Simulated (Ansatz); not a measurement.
Total energies of Zn₅O₅H₁₈ from Ansatz at PBE0-D4/def2-TZVP, gas phase (1 Eh = 27.2114 eV = 2625.5 kJ/mol). The reference geometry is relaxed at PBE-D4/def2-SVP.

```csv
atom,x (Å),y (Å),z (Å)
Zn1,-2.1583,-2.5719,-0.4058
Zn2,-1.4166,-0.0605,3.8105
Zn3,0.1140,0.0299,-1.6724
Zn4,3.0246,3.4614,-2.0036
Zn5,0.4519,-2.1146,-0.1983
O6,-1.2662,-0.7188,-0.4141
O7,-0.2168,0.1304,2.0787
O8,-2.6153,-2.3710,1.6289
O9,1.2262,1.0098,-0.0768
O10,1.4671,2.8356,-3.2297
H11,-3.3754,-3.1078,-1.2237
H12,-0.5482,-3.4167,-0.4021
H13,-1.7035,1.3411,4.4243
H14,-1.5293,-1.6598,3.7213
H15,-0.1639,1.0530,-2.8492
H16,1.0439,-1.4308,-1.6972
H17,2.5743,2.9129,-0.5639
H18,4.0463,4.2205,-2.9030
H19,1.2786,-1.6563,1.1158
H20,-1.3265,-0.2606,0.4531
H21,0.2119,0.8729,1.5875
H22,0.3284,-0.6690,1.7762
H23,-3.4255,-2.8047,1.9515
H24,-2.1192,-2.0617,2.4571
H25,1.7980,1.8247,-0.3459
H26,1.8688,0.3172,0.1966
H27,0.8203,2.0828,-3.0224
H28,1.6105,2.8121,-4.1935
```

| state | geometry | energy (Eh) |
| --- | --- | --- |
| charge 0 singlet | reference | -9282.46025 |
| charge 1 doublet | reference | -9282.13153 |
| charge 1 doublet | relaxed at PBE-D4/def2-SVP | -9282.16047 |
| charge -1 doublet | reference | -9282.45502 |
| free Zn atom (singlet) | – | -1779.14424 |
| free O atom (triplet) | – | -75.01860 |
| free H atom (doublet) | – | -0.50104 |

Single mean-field runs in def2-TZVP are fitted with def2-universal-jkfit.

(1) Work out the vertical ionisation energy to the doublet.

(2) Work out the vertical electron affinity, to the doublet.

(3) Give the fundamental gap IE − EA, the Mulliken electronegativity (IE + EA)/2 and the hardness (IE − EA)/2.

(4) How much does the charge 1 doublet relax, and what is the adiabatic ionisation energy?

(5) What is the binding energy per atom against free atoms?

(1) E(charge 1 doublet) − E(charge 0 singlet) = -9282.13153 − (-9282.46025) = 0.32872 Eh = 8.94 eV. For comparison, −ε of the highest occupied level is 7.40 eV at this level, 1.54 eV less.

(2) E(charge 0 singlet) − E(charge -1 doublet) = -9282.46025 − (-9282.45502) = -0.00523 Eh = -0.14 eV; negative, so the extra electron isn't bound. The basis lacks diffuse functions, which makes affinities too small.

(3) From the values in Eh: IE − EA = 0.32872 − (-0.00523) = 0.33395 Eh = 9.09 eV; (IE + EA)/2 = 4.40 eV; (IE − EA)/2 = 4.54 eV. The HOMO–LUMO gap of the same run is 6.52 eV, 2.57 eV smaller than the fundamental gap.

(4) Relaxation: -9282.13153 − (-9282.16047) = 0.02894 Eh = 0.79 eV. Adiabatic ionisation energy: 0.29978 Eh = 8.16 eV, without zero-point energy. In the charge 1 doublet, H17 and H25 lie 1.21 Å apart, H14 and H24 lie 1.30 Å apart (atoms count from 1), so these atoms are partly bonded to each other.

(5) Atoms: 5 × (-1779.14424) + 5 × (-75.01860) + 18 × (-0.50104) = -9279.83292 Eh. Binding: -9279.83292 − (-9282.46025) = 2.62733 Eh = 71.49 eV, or 2.55 eV for each of 28 atoms (no zero-point energy, no counterpoise term).

At PBE0-D4/def2-TZVP the highest occupied level of the charge -1 doublet lies above zero (up to 1.22 eV). Energy differences disagree on whether the electron is bound (positive means bound): -0.14 eV (vertical, to the charge 0 singlet, at PBE0-D4/def2-TZVP), but 0.24 eV at PBE-D4/def2-TZVP.
